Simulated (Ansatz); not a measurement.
Reaction (cleavage of the Si–B bond): `OB(O)[SiH3]` + `COB(O)F` → `COB(F)O[SiH3]` + `OBO`

Calculated with Ansatz (gas phase, PBE0-D4/def2-TZVP geometries, no zero-point term in ΔE). CCSD(T)/CBS adds triple-zeta CCSD(T) − MP2 to the extrapolated MP2 energy (def2 sets, frozen cores). This one scheme is used for every species. Functionals use def2-TZVPP. One conformer a species, not always the lowest.

CCSD(T)/CBS gives -126.0 kJ/mol.

(1) Another level gave -131.8 kJ/mol. Which?
A. PBE0-D4/def2-TZVPP
B. HF/def2-TZVPP
C. ωB97M-V/def2-TZVPP
D. MP2/def2-TZVPP

Largest T1 diagnostic among the species: 0.014.

## Answers

(1) D. MP2/def2-TZVPP -131.8, PBE0-D4 -110.9, HF/def2-TZVPP -150.1, ωB97M-V -126.3 kJ/mol.

From PBE to PBE0 (25 % exact exchange), in def2-TZVPP and without D4, ΔE moves by −8.9 kJ/mol. In def2-TZVPP, CCSD(T) changes the Hartree–Fock value by +25.4 kJ/mol (the triples alone add +3.3 kJ/mol) and MP2 by +18.3 kJ/mol.
